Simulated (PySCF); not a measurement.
The dipole of `ClC/C=C1\C[SiH2]1` from its density and from atomic charges.

Coordinates (GFN2-xTB, Å) and charges (e) from the PBE0/pcSseg-1 density (PySCF):

```csv
atom,x,y,z,Mulliken,IAO,Hirshfeld,ESP-fitted
Cl1,2.941,-0.703,1.280,-0.1700,-0.1232,-0.0924,-0.1806
C2,2.015,-0.273,-0.203,-0.1721,-0.2389,-0.0318,-0.0931
C3,0.930,0.691,0.136,-0.0643,-0.1366,-0.0531,-0.0734
C4,-0.351,0.387,0.072,-0.3612,-0.2374,-0.0964,-0.1023
C5,-1.173,-0.819,-0.299,-0.4376,-0.5382,-0.1693,-0.4821
Si6,-2.172,0.704,0.242,+0.5600,+0.6532,+0.3171,+0.1556
H7,1.612,-1.204,-0.600,+0.1643,+0.1648,+0.0487,+0.1284
H8,2.742,0.157,-0.893,+0.1704,+0.1688,+0.0522,+0.1241
H9,1.257,1.668,0.467,+0.1158,+0.1553,+0.0451,+0.1021
H10,-1.067,-1.679,0.351,+0.1654,+0.1650,+0.0480,+0.1992
H11,-1.138,-1.114,-1.341,+0.1600,+0.1619,+0.0460,+0.1869
H12,-2.767,0.708,1.565,-0.0636,-0.0960,-0.0559,+0.0226
H13,-2.834,1.478,-0.793,-0.0671,-0.0985,-0.0583,+0.0126
```

**Question.** Form Σ q r in debye for every column and set it beside the full dipole.

**Answer.** The full density gives (-1.80, 0.51, -1.56) D, 2.44 D in size; dipole vectors point from the negative to the positive end.

| scheme | μx | μy | μz | size (D) | share of the full size (%) | angle to the full dipole (°) |
| --- | --- | --- | --- | --- | --- | --- |
| Mulliken | -2.87 | 0.75 | -1.69 | 3.41 | 140 | 10 |
| IAO | -2.72 | 1.36 | -1.13 | 3.24 | 133 | 22 |
| Hirshfeld | -1.67 | 0.62 | -0.67 | 1.90 | 78 | 20 |
| ESP-fitted | -1.78 | 0.45 | -1.65 | 2.47 | 101 | 2 |

**Question.** Which set comes closest?

**Answer.** Length of the difference vector: ESP-fitted 0.11 D, Hirshfeld 0.91 D, Mulliken 1.11 D, IAO 1.33 D. Closest: ESP-fitted. ESP charges are fitted to the potential around the molecule, whose slowest-falling term is the dipole's. The schemes that divide the density aren't constrained to reproduce the dipole.

**Question.** What is left for the Hirshfeld atoms' own dipoles?

**Answer.** The shares of the density sum to the whole, so what Σ q r misses lies in dipoles about the nuclei. The atomic dipoles sum to (-1.80, 0.51, -1.56) − (-1.67, 0.62, -0.67) = (-0.13, -0.11, -0.89) D, 0.91 D in size.

**Question.** With the origin at the mean of the coordinates, (0.000, 0.000, -0.001) Å, which are the largest single terms, by size, of the Mulliken dipole along the direction of the full one?

**Answer.** Si6 +4.29, Cl1 +2.56, C5 -1.86, C2 +1.17, H8 -1.16 D; all 13 atoms together +3.36 D. The single terms depend on the origin, their sum doesn't.

**Question.** Give the size of the full dipole in other units.

**Answer.** 2.44 D = 0.958 au = 0.507 e·Å = 8.12 × 10⁻³⁰ C·m.

One conformer (not necessarily the lowest) at the GFN2-xTB geometry, without solvent, vibrations or thermal averaging.

The run behind these numbers computed NMR shieldings as well. The run took 72 s wall, 46 s CPU on one thread of an Intel Xeon at 2.50 GHz, no GPU, shared host with 64 logical CPUs at a one-minute load of 63, and the process peaked at 0.71 GiB of memory.

The values belong to the conformer `[Cl:1][CH2:2]/[CH:3]=[C:4]1\[CH2:5][SiH2:6]1`: Cl1–C2–C3–C4 -112°.
